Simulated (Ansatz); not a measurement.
Geometry optimisation, Ansatz, RKS PBE-D4/def2-SVP.

Input file:

```yaml
crystal:
  periodic: [false, false, false]
  atoms:
    - { symbol: Zr, position_ang: [-0.423387, -0.068365, -0.562828] }
    - { symbol: Cl, position_ang: [-0.119957, 0.578468, 3.088478] }
    - { symbol: F, position_ang: [1.286564, 0.039078, 0.273619] }
    - { symbol: F, position_ang: [-0.747178, 1.400769, -1.722541] }
    - { symbol: F, position_ang: [-0.593471, -1.720058, -1.485651] }
    - { symbol: Si, position_ang: [-2.630218, -0.061747, 0.896152] }
    - { symbol: H, position_ang: [-3.843931, -0.384732, 0.050892] }
    - { symbol: H, position_ang: [-2.711114, -1.057927, 2.039827] }
    - { symbol: H, position_ang: [-2.926404, 1.280479, 1.529142] }
    - { symbol: H, position_ang: [-1.316103, -0.005966, 3.210711] }
basis:
  gaussian: { orbitals: def2-SVP }
hamiltonian:
  xc: pbe
  dispersion: d4
relax:
  f_tol: 0.03
  max_steps: 50
```

Run as:

```bash
$ ansatz run input.yaml --threads 4 --pin off --max-ram 5120MiB --backend cpu --events-out ev --progress --plain --runs-dir out
```

Task: Where does it end, and by what steps?

Result: The run converged. After 7 steps the energy has fallen by 0.091 eV; H10 moved furthest, 0.27 Å.

| step | energy less start (eV) | largest force component (eV/Å) | accepted |
| --- | --- | --- | --- |
| 0 | 0.0000 | 0.973 | yes |
| 1 | 0.0147 | 0.821 | no |
| 2 | -0.0680 | 0.837 | yes |
| 3 | -0.0870 | 0.111 | yes |
| 4 | -0.0881 | 0.075 | yes |
| 5 | -0.0897 | 0.076 | yes |
| 6 | -0.0902 | 0.052 | yes |
| 7 | -0.0911 | 0.017 | yes |

```xyz
10
Properties=species:S:1:pos:R:3
Zr -0.412 -0.084 -0.689
Cl -0.108 0.566 3.256
F 1.229 0.009 0.269
F -0.665 1.412 -1.832
F -0.558 -1.721 -1.642
Si -2.691 -0.067 0.880
H -3.925 -0.412 0.074
H -2.646 -1.067 2.020
H -2.952 1.280 1.515
H -1.297 0.083 3.466
```

Whether the end is a true minimum wasn't checked by a vibrational analysis.

The run took 16 s on 4 threads of Arm Neoverse V2, with other jobs on the host, peak memory 0.19 GiB.
